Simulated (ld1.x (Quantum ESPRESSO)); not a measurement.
**Pr (Z = 59): TM pseudisation with PBEsol, scalar-relativistic reference atom.**

ld1.x (Quantum ESPRESSO) 7.5 was run on this input:

```
&input
   title='Pr', zed=59., rel=1, dft='PBESOL', iswitch=3,
   config='[Xe] 4f2 5d1 6s0 6p0',
   nld=3, rlderiv=2.20, eminld=-6.0, emaxld=5.0, deld=0.02
 /
 &inputp
   pseudotype=2, tm=.true., lloc=-1, rcloc=1.55,
   nlcc=.true., rcore=0.90,
   file_pseudopw='Pr.UPF', file_wfcaegen='ae.wfc', file_wfcncgen='nc.wfc', file_beta='beta', file_chi='chi'
 /
3
5S  1  0   2.00   0.00  1.85  1.85  0.0
5P  2  1   6.00   0.00  2.00  2.00  0.0
5D  3  2   1.00   0.00  2.00  2.00  0.0
 &test
   configts(1)='5s2 5p6 5d1 6s0 6p0'
 /
```

Command:

```bash
ld1.x < Pr.in > Pr.out
```

The program printed (shortened: banner, matrices, multipoles, cross overlaps and the repeated all-electron block are left out):

```
Program LD1 v.7.5
     --------------------------- All-electron run ----------------------------

     Pr
     scalar relativistic calculation

     atomic number is 59.00
     dft =PBESOL   lsd =0 sic =0 latt =0  beta=0.20 tr2=1.0E-14
     Exchange-correlation= PBESOL
                           (   1   4  10   8   0   0   0)
     mesh =1255 r(mesh) =  99.23220 a.u. xmin = -7.00 dx = 0.01250
     1 Ry =  13.60569312 eV, c = 137.03599908

     n l     nl                  e(Ry)          e(Ha)          e(eV)
     1 0     1S 1( 2.00)     -3073.5515     -1536.7758    -41817.7989
     2 0     2S 1( 2.00)      -495.6885      -247.8443     -6744.1863
     2 1     2P 1( 6.00)      -443.7235      -221.8617     -6037.1655
     3 0     3S 1( 2.00)      -108.1147       -54.0574     -1470.9758
     3 1     3P 1( 6.00)       -91.6593       -45.8296     -1247.0879
     4 0     4S 1( 2.00)       -22.6380       -11.3190      -308.0051
     4 1     4P 1( 6.00)       -17.2493        -8.6246      -234.6882
     3 2     3D 1(10.00)       -68.5434       -34.2717      -932.5804
     5 0     5S 1( 2.00)        -4.0542        -2.0271       -55.1606
     5 1     5P 1( 6.00)        -2.7103        -1.3551       -36.8751
     4 2     4D 1(10.00)        -9.5398        -4.7699      -129.7952
     4 3     4F 1( 2.00)        -1.4131        -0.7065       -19.2261
     5 2     5D 1( 1.00)        -1.0972        -0.5486       -14.9281
     6 0     6S 1( 0.00)        -1.0177        -0.5088       -13.8459
     6 1     6P 1( 0.00)        -0.7373        -0.3686       -10.0313

     final scf error:  8.7E-15 reached in  30 iterations

     Etot =  -18466.426592 Ry,   -9233.213296 Ha, -251248.533286 eV

     Ekin =   19612.668641 Ry,    9806.334320 Ha,  266843.950849 eV
     Encl =  -44730.879418 Ry,  -22365.439709 Ha, -608594.618477 eV
     Eh   =    7075.156637 Ry,    3537.578319 Ha,   96262.410005 eV
     Exc  =    -423.372452 Ry,    -211.686226 Ha,   -5760.275663 eV

     normalization and overlap integrals

     s(1S/1S) =  1.000000  <r> =   0.0241  <r2> =    0.0008  r(max) =   0.0153
     s(2S/2S) =  1.000000  <r> =   0.1031  <r2> =    0.0125  r(max) =   0.0872
     s(2P/2P) =  1.000000  <r> =   0.0906  <r2> =    0.0100  r(max) =   0.0705
     s(3S/3S) =  1.000000  <r> =   0.2725  <r2> =    0.0848  r(max) =   0.2491
     s(3P/3P) =  1.000000  <r> =   0.2706  <r2> =    0.0849  r(max) =   0.2429
     s(4S/4S) =  1.000000  <r> =   0.6215  <r2> =    0.4358  r(max) =   0.5755
     s(4P/4P) =  1.000000  <r> =   0.6579  <r2> =    0.4920  r(max) =   0.6050
     s(3D/3D) =  1.000000  <r> =   0.2476  <r2> =    0.0722  r(max) =   0.2014
     s(5S/5S) =  1.000000  <r> =   1.4784  <r2> =    2.4537  r(max) =   1.3297
     s(5P/5P) =  1.000000  <r> =   1.7064  <r2> =    3.2910  r(max) =   1.5068
     s(4D/4D) =  1.000000  <r> =   0.7231  <r2> =    0.6064  r(max) =   0.6360
     s(4F/4F) =  1.000000  <r> =   1.0334  <r2> =    1.3920  r(max) =   0.6770
     s(5D/5D) =  1.000000  <r> =   2.4887  <r2> =    7.1682  r(max) =   2.0339
     s(6S/6S) =  1.000000  <r> =   3.6279  <r2> =   14.6963  r(max) =   3.2706
     s(6P/6P) =  1.000000  <r> =   4.3961  <r2> =   21.5802  r(max) =   3.9947

     ------------------------ End of All-electron run ------------------------

     --------------------- Generating NC pseudopotential ---------------------

      Generating local potential from pseudized AE potential:
      Matching radius rcloc =   1.5500

      Local pseudo, rcloc= 1.564 Estimated cut-off energy=     9.82 Ry

      Computing core charge for nlcc:

       r > 0.90 : true rho core
       r < 0.90 : rho core = a sin(br)/r    a=  38.11  b=   2.88

      Integrated core pseudo-charge :  16.91

      Wfc   5S  rcut= 1.864  Using Troullier-Martins method

      Wfc   5P  rcut= 2.009  Using Troullier-Martins method

      Wfc   5D  rcut= 2.009  Using Troullier-Martins method

     ------------------- End of pseudopotential generation -------------------

     Computing logarithmic derivative in   2.20611

       Warning: n=2, l=0 expected 1 nodes, found 2
       Setting wfc to zero for this iteration
       (This warning will only be printed once per wavefunction)

     Computing logarithmic derivative in   2.20611
     Computing the partial wave expansion
     R is outside the sphere for l=    0 j= 0.00
     R is outside the sphere for l=    1 j= 0.00
     R is outside the sphere for l=    2 j= 0.00

     ---------------------- Testing the pseudopotential ----------------------

     Pr
     scalar relativistic calculation

     atomic number is 59.00   valence charge is 11.00
     dft =PBESOL   lsd =0 sic =0 latt =0  beta=0.20 tr2=1.0E-14
     mesh =1255 r(mesh) =  99.23220 xmin = -7.00 dx = 0.01250

     n l     nl             e AE (Ry)        e PS (Ry)    De AE-PS (Ry)
     1 0     5S   1( 2.00)       -4.05423       -4.05424        0.00001
     2 1     5P   1( 6.00)       -2.71027       -2.71028        0.00001
     3 2     5D   1( 1.00)       -1.09720       -1.09719       -0.00001
     2 0     6S   1( 0.00)       -1.01766       -1.01766        0.00000
     3 1     6P   1( 0.00)       -0.73729       -0.74560        0.00831  !

     eps = 6.9E-17  iter =  9

     Etot =  -18466.426592 Ry,   -9233.213296 Ha, -251248.533286 eV
     Etotps =  -104.635104 Ry,     -52.317552 Ha,   -1423.633114 eV

     Ekin =      16.050128 Ry,       8.025064 Ha,     218.373118 eV
     Encl =    -126.857812 Ry,     -63.428906 Ha,   -1725.988462 eV
     Ehrt =      41.889050 Ry,      20.944525 Ha,     569.929564 eV
     Ecxc =     -49.485756 Ry,     -24.742878 Ha,    -673.288007 eV
     (Ecc =     -39.015502 Ry,     -19.507751 Ha,    -530.832951 eV)
     Epseu=      13.769286 Ry,       6.884643 Ha,     187.340673 eV

     ---------------------- End of pseudopotential test ----------------------
```

Note: ghost state, extra bound levels that the all-electron valence spectrum of the same l lacks: s at -47.4 eV. A true bound ghost makes a file unfit for plane-wave use.

Generation and configuration tests took about 6.7 s on one core of a shared server CPU.

Transferability test of the new file with ld1.x, input:

```
&input
   title='Pr', zed=59., rel=1, dft='PBESOL', iswitch=2,
   config='[Xe] 4f2 5d1 6s0 6p0'
 /
 &test
   file_pseudo='Pr.UPF', nconf=8,
   configts(1)='5s2 5p6 5d1 6s0 6p0',
   configts(2)='5s2 5p6 5d1 6s2 6p0',
   configts(3)='5s2 5p6 5d1 6s1 6p0',
   configts(4)='5s2 5p6 5d0 6s0 6p0',
   configts(5)='5s2 5p6 5d1 6s0 6p1',
   configts(6)='5s1 5p6 5d1 6s2 6p0',
   configts(7)='5s2 5p5 5d1 6s2 6p0',
   configts(8)='5s2 5p6 5d1 6s1.5 6p0'
 /
```

```bash
ld1.x < Pr.test.in > Pr.test.out
```

Pseudopotential blocks of its output, shortened (energy terms left out; the distinct warnings before each block abridged to one line each):

```
     Warning: n=2, l=0 expected 1 nodes, found 2
     ---------------------- Testing the pseudopotential ----------------------

     n l     nl             e AE (Ry)        e PS (Ry)    De AE-PS (Ry)
     1 0     5S   1( 2.00)       -4.05423       -4.05424        0.00001
     2 1     5P   1( 6.00)       -2.71027       -2.71028        0.00001
     3 2     5D   1( 1.00)       -1.09720       -1.09719       -0.00001
     2 0     6S   1( 0.00)       -1.01766       -1.01766        0.00000
     3 1     6P   1( 0.00)       -0.73729       -0.74560        0.00831  !

     eps = 5.1E-16  iter =  6

     Etot =  -18466.426592 Ry,   -9233.213296 Ha, -251248.533286 eV
     Etotps =  -104.635104 Ry,     -52.317552 Ha,   -1423.633112 eV

     ---------------------- End of pseudopotential test ----------------------

          BEWARE! Errors in PS-KS equations
     ---------------------- Testing the pseudopotential ----------------------

     n l     nl             e AE (Ry)        e PS (Ry)    De AE-PS (Ry)
     1 0     5S   1( 2.00)       -3.10094       -4.43968        1.33874  !
     2 1     5P   1( 6.00)       -1.76204       -3.07660        1.31456  !
     3 2     5D   1( 1.00)       -0.22166       -0.56902        0.34736  !
     2 0     6S   1( 2.00)       -0.28166       -0.28166        0.00000
     3 1     6P   1( 0.00)       -0.09776       -0.02933       -0.06844  !

     eps = 7.4E-15  iter = 36

     Etot =  -18467.706624 Ry,   -9233.853312 Ha, -251265.949013 eV
     Etotps =  -104.460058 Ry,     -52.230029 Ha,   -1421.251498 eV
     dEtot_ae =      -1.280032 Ry
     dEtot_ps =       0.175045 Ry,   Delta E=      -1.455078 Ry

     ---------------------- End of pseudopotential test ----------------------

          BEWARE! Errors in PS-KS equations
     ---------------------- Testing the pseudopotential ----------------------

     n l     nl             e AE (Ry)        e PS (Ry)    De AE-PS (Ry)
     1 0     5S   1( 2.00)       -3.54229       -4.05424        0.51195  !
     2 1     5P   1( 6.00)       -2.20231       -2.71028        0.50797  !
     3 2     5D   1( 1.00)       -0.63232       -1.09719        0.46488  !
     2 0     6S   1( 1.00)       -0.63598       -0.63598        0.00000
     3 1     6P   1( 0.00)       -0.40351       -0.34209       -0.06142  !

     eps = 4.3E-15  iter = 27

     Etot =  -18467.250886 Ry,   -9233.625443 Ha, -251259.748385 eV
     Etotps =  -105.271086 Ry,     -52.635543 Ha,   -1432.286096 eV
     dEtot_ae =      -0.824295 Ry
     dEtot_ps =      -0.635983 Ry,   Delta E=      -0.188312 Ry

     ---------------------- End of pseudopotential test ----------------------

          ---------------------- Testing the pseudopotential ----------------------

     n l     nl             e AE (Ry)        e PS (Ry)    De AE-PS (Ry)
     1 0     5S   1( 2.00)       -4.82381       -4.82968        0.00588  !
     2 1     5P   1( 6.00)       -3.45731       -3.46317        0.00586  !
     3 2     5D   1( 0.00)       -1.75433       -1.75890        0.00458
     2 0     6S   1( 0.00)       -1.53214       -1.53214        0.00000
     3 1     6P   1( 0.00)       -1.18586       -1.20640        0.02054  !

     eps = 7.1E-15  iter =  7

     Etot =  -18465.006955 Ry,   -9232.503477 Ha, -251229.218138 eV
     Etotps =  -103.213302 Ry,     -51.606651 Ha,   -1404.288511 eV
     dEtot_ae =       1.419637 Ry
     dEtot_ps =       1.421802 Ry,   Delta E=      -0.002165 Ry

     ---------------------- End of pseudopotential test ----------------------

          ---------------------- Testing the pseudopotential ----------------------

     n l     nl             e AE (Ry)        e PS (Ry)    De AE-PS (Ry)
     1 0     5S   1( 2.00)       -3.62464       -3.61650       -0.00814  !
     2 1     5P   1( 6.00)       -2.28254       -2.27545       -0.00710  !
     3 2     5D   1( 1.00)       -0.69496       -0.69040       -0.00456
     2 0     6S   1( 0.00)       -0.67978       -0.67978        0.00000
     3 1     6P   1( 1.00)       -0.44763       -0.45008        0.00245

     eps = 6.0E-15  iter = 22

     Etot =  -18467.018520 Ry,   -9233.509260 Ha, -251256.586885 eV
     Etotps =  -105.231993 Ry,     -52.615997 Ha,   -1431.754205 eV
     dEtot_ae =      -0.591929 Ry
     dEtot_ps =      -0.596889 Ry,   Delta E=       0.004961 Ry

     ---------------------- End of pseudopotential test ----------------------

          BEWARE! Errors in PS-KS equations
     Warning: n=1, l=0 expected 0 nodes, found 1
     Warning: n=2, l=1 expected 0 nodes, found 1
     Warning: n=3, l=2 expected 0 nodes, found 1
     ---------------------- Testing the pseudopotential ----------------------

     n l     nl             e AE (Ry)        e PS (Ry)    De AE-PS (Ry)
     1 0     5S   1( 1.00)       -3.89399       -5.02935        1.13536  !
     2 1     5P   1( 6.00)       -2.51333       -3.63244        1.11911  !
     3 2     5D   1( 1.00)       -0.83150       -1.87122        1.03972  !
     2 0     6S   1( 2.00)       -0.73839       -0.73839        0.00000
     3 1     6P   1( 0.00)       -0.47051       -0.39487       -0.07564  !

     eps = 4.4E-15  iter = 36

     Etot =  -18464.221488 Ry,   -9232.110744 Ha, -251218.531320 eV
     Etotps =  -101.575805 Ry,     -50.787902 Ha,   -1382.009229 eV
     dEtot_ae =       2.205104 Ry
     dEtot_ps =       3.059299 Ry,   Delta E=      -0.854195 Ry

     ---------------------- End of pseudopotential test ----------------------

          BEWARE! Errors in PS-KS equations
     ---------------------- Testing the pseudopotential ----------------------

     n l     nl             e AE (Ry)        e PS (Ry)    De AE-PS (Ry)
     1 0     5S   1( 2.00)       -3.85049       -4.97509        1.12460  !
     2 1     5P   1( 5.00)       -2.47829       -3.59005        1.11177  !
     3 2     5D   1( 1.00)       -0.81511       -1.84747        1.03236  !
     2 0     6S   1( 2.00)       -0.73553       -0.73553        0.00000
     3 1     6P   1( 0.00)       -0.46973       -0.39305       -0.07668  !

     eps = 7.4E-15  iter = 42

     Etot =  -18465.597806 Ry,   -9232.798903 Ha, -251237.257075 eV
     Etotps =  -102.960815 Ry,     -51.480408 Ha,   -1400.853258 eV
     dEtot_ae =       0.828786 Ry
     dEtot_ps =       1.674288 Ry,   Delta E=      -0.845502 Ry

     ---------------------- End of pseudopotential test ----------------------

          BEWARE! Errors in PS-KS equations
     Warning: n=3, l=1 expected 1 nodes, found 2
     ---------------------- Testing the pseudopotential ----------------------

     n l     nl             e AE (Ry)        e PS (Ry)    De AE-PS (Ry)
     1 0     5S   1( 2.00)       -3.31173       -7.02943        3.71770  !
     2 1     5P   1( 6.00)       -1.97256       -0.68492       -1.28764  !
     3 2     5D   1( 1.00)       -0.41909       -0.05190       -0.36719  !
     2 0     6S   1( 1.50)       -0.45435       -0.13630       -0.31804  !
     3 1     6P   1( 0.00)       -0.24565       -0.24565        0.00000

     eps = 2.6E-15  iter = 39

     Etot =  -18467.523119 Ry,   -9233.761559 Ha, -251263.452296 eV
     Etotps =   -57.440211 Ry,     -28.720106 Ha,    -781.513886 eV
     dEtot_ae =      -1.096527 Ry
     dEtot_ps =      47.194893 Ry,   Delta E=     -48.291420 Ry

     ---------------------- End of pseudopotential test ----------------------
```
